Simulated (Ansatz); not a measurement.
Coupled-cluster run, C$_{2}$H$_{5}$GeNS (`C#[C][GeH]([NH2])[SH]`).

```yaml
crystal:
  periodic: [false, false, false]
  atoms:
    - {symbol: C, position_ang: [-0.797829, 2.029424, 1.165000]}
    - {symbol: C, position_ang: [-0.488949, 1.118144, 0.437900]}
    - {symbol: Ge, position_ang: [0.007119, -0.336350, -0.696374]}
    - {symbol: N, position_ang: [-0.205006, -1.995578, 0.030873]}
    - {symbol: S, position_ang: [2.185048, -0.145707, -1.058771]}
    - {symbol: H, position_ang: [-1.072475, 2.834632, 1.807574]}
    - {symbol: H, position_ang: [-0.839649, -0.280029, -1.972942]}
    - {symbol: H, position_ang: [-1.163742, -2.307341, 0.100378]}
    - {symbol: H, position_ang: [0.256602, -2.124435, 0.920513]}
    - {symbol: H, position_ang: [2.202081, 1.156139, -0.731251]}
basis:
  gaussian: {orbitals: def2-TZVPP}
correlation: {method: ccsd_t}
```

```sh
$ ansatz run in.yaml --threads 4 --pin off --events-out ev --progress --plain --max-ram 10444MiB
```

Output of Ansatz, abridged:

```
Functional definition: HF
1520 factors; integrals over basis functions are off by at most 1.1e-3 eV
mean field evaluation 1: about -70909.6657 eV, gradient 4.2e1 eV
mean field evaluation 2: about -70909.9508 eV, gradient 4.2e1 eV
mean field evaluation 4: about -70914.1122 eV, gradient 4.6e0 eV
mean field evaluation 8: about -70914.1816 eV, gradient 3.6e-1 eV
mean field evaluation 16: about -70914.1828 eV, gradient 2.7e-6 eV
mean field -70914.18275114 eV, -2606.0481487450 hartree, gradient 2.7e-6 eV, S^2 0.000000; 0 other end points of the search recorded, 0 dependent functions left out
17 core orbitals not correlated: weight in the atoms' cores, before any rotation towards them, 1.000 or more for the frozen orbitals, at most 0.000 for the correlated occupied ones
reference -70914.18275114 eV, -2606.0481487450 hartree; 19, 19 occupied and 217, 217 virtual orbitals, 1520 factors
second order -25.72981268 eV of doubles, -0.00000000 eV of singles
cycle   1  -25.71459064 eV  change    1.5e-2 eV  update   1.2e-1
cycle   2  -26.46621574 eV  change   -7.5e-1 eV  update   3.5e-2
cycle   3  -26.59725285 eV  change   -1.3e-1 eV  update   1.7e-2
cycle   4  -26.59139289 eV  change    5.9e-3 eV  update   4.4e-3
cycle   5  -26.59338201 eV  change   -2.0e-3 eV  update   2.1e-3
cycle   6  -26.59447709 eV  change   -1.1e-3 eV  update   5.6e-4
cycle   7  -26.59449474 eV  change   -1.8e-5 eV  update   2.3e-4
cycle   8  -26.59456520 eV  change   -7.0e-5 eV  update   7.1e-5
cycle   9  -26.59459347 eV  change   -2.8e-5 eV  update   3.0e-5
perturbative correction -1.23372373 eV, -0.0453385107 hartree
Total energy: -70942.01106834 eV, -2607.0708205392 hartree
```

Hardware: 4 threads of an Intel Xeon Platinum 8488C on a shared host. Wall time 110 s, peak host memory 5.5 GiB.

The correlation energy is -27.828 eV, 4.4 % of it from (T); the T1 diagnostic reads 0.0117.
